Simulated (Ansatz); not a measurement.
Reading a saddle point

A first-order saddle point of Si2NH9S, singlet, PBE0-D4/def2-TZVP, with one imaginary mode of 815i cm⁻¹:

Si1  (-0.749, 0.240, 0.677)
S2  (0.955, -0.163, 2.530)
H3  (-1.387, -0.917, 1.333)
H4  (-0.614, 1.670, 1.016)
N5  (-1.732, 0.379, -0.739)
H6  (0.879, -0.337, 0.705)
Si7  (1.058, -0.566, -1.030)
H8  (1.694, 0.941, 2.333)
H9  (-2.187, -0.407, -1.175)
H10  (-1.734, 1.197, -1.327)
H11  (0.291, -1.676, -1.645)
H12  (1.067, 0.645, -1.888)
H13  (2.459, -1.009, -0.790)
(Å)

Program: Ansatz 0.2.0. Basis: def2-TZVPP and def2-QZVPP. Cores are frozen in the correlated methods. Extrapolation: Hartree–Fock as exp(−7.88 √X), correlation as X^−2.97.

Task: Which contacts change along the imaginary mode, and what lies on either side? (Judge from chemistry; the calculation decides.)

Result: The calculation gives: The step is SiNH₅S ([NH2][SiH2][SH]) + SiH₄ → Si₂NH₇ ([NH2][SiH2][SiH3]) + H₂S, with the molecules in contact on both sides. Shortening one way: Si1–Si7, S2–H6; lengthening the same way: Si1–S2, H6–Si7.
```csv
pair,one side (Å),saddle (Å),other side (Å)
Si1–Si7,4.39,2.61,2.35
S2–H6,3.49,1.84,1.34
Si1–S2,2.15,2.55,3.72
H6–Si7,1.48,1.76,3.83
```

Task: Which side is lower, and how far does the saddle lie above each? (An estimate is asked for; the value comes from the calculation.)

Result: By the calculation: The side with Si1–S2, H6–Si7 short is lower by 0.797 eV; the saddle lies 2.654 eV above it and 1.858 eV above the other (CCSD(T) at an estimated basis limit (MP2 extrapolated from triple and quadruple zeta, plus CCSD(T) − MP2 in triple zeta); electronic energies).

T1 diagnostic: at most 0.014.

Labels in which every atom is bracketed show which atoms are joined, not bond orders.

For scale, one of the runs: CCSD(T)/def2-TZVPP, 283 basis functions, launched by `ansatz run in.yaml --threads 8 --pin off --events-out ev --progress --plain --max-ram 19148MiB`. Hardware: 8 CPU threads of an AMD EPYC 7R43, shared host. Wall time 74 s; peak host memory 7.6 GiB.
